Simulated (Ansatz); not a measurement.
Ansatz results at the PBE0-D4/def2-TZVP geometry: HOMO–LUMO gap (ωB97M-V/def2-TZVPP) 7.75 eV; HOMO energy (ωB97M-V/def2-TZVPP) -8.32 eV; HOMO energy (B3LYP/def2-TZVPP) -6.17 eV.

Each molecule was computed in one conformer, which needn't be the lowest.

(1) Which molecule gave them?
A. `C[O][SnH2][CH]=N`
B. `N[SiH]([SiH3])[InH2]`
C. `[SiH3]N1[SiH2]P1`
D. `COC(N)(O)F`

Results:

(1) B. The others give `[SiH3]N1[SiH2]P1`: 10.09, -9.10, -6.76; `COC(N)(O)F`: 13.12, -10.60, -7.88; `C[O][SnH2][CH]=N`: 10.04, -9.22, -6.82.

B3LYP here is the variant with VWN-RPA as its local correlation; programs differ in this.
